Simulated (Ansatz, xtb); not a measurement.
Ranking isomers of BH9O2Si3

3 gas-phase structures of BH9O2Si3, from a drawn sample of its isomers (lower ones may exist). Each was relaxed with GFN2-xTB; where two conformers were screened, the lower at r2SCAN-D4/def2-SVP is listed:

A. a singlet given by its coordinates
B. `B[SiH2]O[SiH2]O[SiH3]`, a singlet
C. `B[SiH](O[SiH3])O[SiH3]`, a singlet

A (Å):

```xyz
15

B     0.7997   -1.8563   -0.3869
O    -0.8204   -0.0272    1.3326
O     0.0117    1.6308   -0.5526
Si    0.1368   -1.3980    1.4034
Si   -1.1082    1.3742    0.6365
Si    1.2475    0.9794   -1.3246
H     0.0142   -2.1505   -1.2189
H     1.8415   -2.4038   -0.4898
H    -0.8009   -2.3120    2.0827
H     1.1076   -1.0130    2.4522
H    -0.8837    2.4584    1.5786
H    -2.3817    1.3200   -0.0640
H     2.4912    1.5647   -0.8292
H     1.0047    1.1681   -2.7515
H     1.2509   -0.5050   -0.9862
```

Close contacts (Å): B1–Si4 1.96, O2–Si4 1.67, O2–Si5 1.59, O3–Si5 1.65, O3–Si6 1.60, B1–H7 1.18, B1–H8 1.18, B1–H15 1.55, Si4–H9 1.48, Si4–H10 1.48, Si5–H11 1.45, Si5–H12 1.45, Si6–H13 1.46, Si6–H14 1.46, Si6–H15 1.52.

Make a reasoned guess at their ranking by r2SCAN-D4/def2-SVP single-point energy.

Calculated order at r2SCAN-D4/def2-SVP: A (0.000), B (0.345), C (0.441) eV.

Energies above the lowest of each column, in eV:

```json
{"structure": "A", "GFN2-xTB": "0.000", "HF/STO-3G": "0.097", "r2SCAN-D4/def2-SVP": "0.000"}
{"structure": "B", "GFN2-xTB": "0.205", "HF/STO-3G": "0.000", "r2SCAN-D4/def2-SVP": "0.345"}
{"structure": "C", "GFN2-xTB": "0.232", "HF/STO-3G": "0.194", "r2SCAN-D4/def2-SVP": "0.441"}
```

r2SCAN-D4/def2-SVP puts A lowest; HF/STO-3G picks B. Flexible structures stand in one conformer each, not always the lowest. Frequencies (GFN2-xTB) were run for C alone.

Programs: Ansatz 0.2.0, xtb 6.7.1.
